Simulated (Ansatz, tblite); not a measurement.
Isomers of Cs$_{4}$H$_{3}$ (doublet), found by a short tight-binding search and relaxed with PBE0-D4/def2-TZVP in Ansatz.

In the def2 sets Cs takes a core potential; there is no spin–orbit coupling. The xTB rows come from tblite. HSE06 is defined as in plane-wave codes, on full-range PBE exchange. Correlated methods freeze no core orbitals; core or outer-core shells of Cs are correlated, in sets that lack core-valence functions.

Other spin states weren't relaxed.

A:

```csv
atom,x (Å),y (Å),z (Å)
Cs1,-0.227,1.916,-3.490
Cs2,1.036,1.683,1.860
Cs3,-0.440,-1.545,-0.814
Cs4,0.170,-1.857,4.675
H5,-1.106,-0.594,-3.393
H6,0.482,1.360,-0.853
H7,0.084,-0.964,2.015
```

B:

```xyz
7

Cs    0.908    0.318   -2.908
Cs   -3.010   -0.127    0.208
Cs    0.564    1.920    1.113
Cs    2.606   -3.908    1.027
H     1.768   -0.479   -0.362
H    -1.121    1.330   -1.348
H    -1.716    0.945    2.271
```

C:

```xyz
7

Cs   -0.743    0.263    0.157
Cs   -6.284    2.228    1.334
Cs    1.780   -1.125   -3.184
Cs    3.095   -0.603    2.150
H     0.638    0.267    2.667
H    -0.675   -0.254   -2.660
H     2.190   -0.776   -0.464
```

Problem. Estimate their order by electronic energy at CCSD(T)/def2-TZVP, counted from the lowest.

Solution. A (0.0) < B (27.1) < C (44.4), in kJ/mol.

Problem. Do the other levels pick the same lowest one?

Solution. Not GFN2-xTB. Energies above each level's lowest (kJ/mol):

| level | A | B | C |
| --- | --- | --- | --- |
| GFN1-xTB | 0.0 | 18.6 | 56.2 |
| GFN2-xTB | 16.5 | 0.4 | 0.0 |
| HF/def2-TZVP | 0.0 | 26.0 | 45.5 |
| PBE-D4/def2-TZVP | 0.0 | 19.9 | 49.7 |
| r2SCAN-D4/def2-TZVP | 0.0 | 27.1 | 50.6 |
| r2SCANh-D4/def2-TZVP | 0.0 | 27.2 | 50.6 |
| PBE0-D4/def2-TZVP | 0.0 | 22.2 | 51.7 |
| HSE06-D4/def2-TZVP | 0.0 | 22.2 | 51.7 |
| MP2/def2-TZVP | 0.0 | 28.0 | 44.1 |
| CCSD/def2-TZVP | 0.0 | 27.0 | 43.9 |
| CCSD(T)/def2-TZVP | 0.0 | 27.1 | 44.4 |
Point groups (tolerance 0.1 Å): A not assigned, B not assigned, C C2v. B and C have the same bonds, so they are conformers or stereoisomers. Lower isomers may exist.
